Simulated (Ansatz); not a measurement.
Reaction (atomization): `C[CH2][In-]([SeH2+])([CH2]C)[CH2]C` → 6 C• + 17 H• + In• + Se•

Computed with Ansatz on PBE0-D4/def2-TZVP structures; ΔE is electronic, products minus reactants. CCSD(T)/CBS adds triple-zeta CCSD(T) − MP2 to the extrapolated MP2 energy (def2 sets, frozen cores). This one scheme is used for every species, atoms too. Functionals use def2-TZVPP. No spin–orbit coupling; open shells (•) take unrestricted orbitals. Spin–orbit coupling would lower the free atoms: a little for C; clearly for Se; strongly for In. Elements past krypton have def2 core potentials. For In, Se outer-core shells are correlated without core-valence functions, so the limit isn't a true one: a few kJ/mol of doubt a bond, and 10 to 20 or more in all where bonds break to atoms. Scalar relativity is left out up to krypton. Each species was taken in one conformer, which may not be the lowest.

`C[CH2][In-]([SeH2+])([CH2]C)[CH2]C`:

```xyz
25

C    -1.803    0.859   -2.003
C    -0.318    0.952   -1.678
In    0.238    0.078    0.252
Se   -0.986    2.376    1.821
C     2.297    0.264    0.958
C     3.311    0.507   -0.153
C    -1.145   -1.384    1.114
C    -1.004   -2.771    0.497
H    -2.421    1.369   -1.256
H    -2.051    1.305   -2.973
H    -2.147   -0.179   -2.029
H     0.270    0.438   -2.446
H     0.021    1.993   -1.700
H    -2.119    2.438    0.888
H    -1.726    1.474    2.712
H     2.324    1.086    1.681
H     2.549   -0.639    1.521
H     3.080    1.410   -0.724
H     4.331    0.621    0.232
H     3.334   -0.320   -0.870
H    -2.166   -1.012    0.973
H    -0.975   -1.432    2.195
H    -1.191   -2.757   -0.581
H    -1.704   -3.495    0.930
H     0.001   -3.180    0.639
```

CCSD(T)/CBS gives +8897.4 kJ/mol.

Question: Another level gave +8741.5 kJ/mol. Which?
A. r2SCAN-D4/def2-TZVPP
B. CCSD/def2-TZVPP
C. MP2/def2-TZVPP
D. PBE-D4/def2-TZVPP

Answer: C. MP2/def2-TZVPP 8741.5, CCSD/def2-TZVPP 8597.5, PBE-D4 8978.1, r2SCAN-D4 8878.0 kJ/mol.

Largest T1 diagnostic among the species: 0.015.

From PBE to PBE0 (25 % exact exchange), in def2-TZVPP and without D4, ΔE moves by −78.3 kJ/mol: exact exchange takes away binding that semilocal exchange gives to molecules. At CCSD(T), def2-SVP lies −400.8 kJ/mol from the extrapolated value and def2-TZVPP −191.3 kJ/mol: correlation converges slowly with the basis, and small sets miss more of it in the bonded molecule than in its fragments.

For atomizations the MP2-based limit and the directly extrapolated one differ by several kJ/mol either way, and by 10 to 25 for some Ge, Se and Sn compounds, so smaller differences from it don't rank the levels.
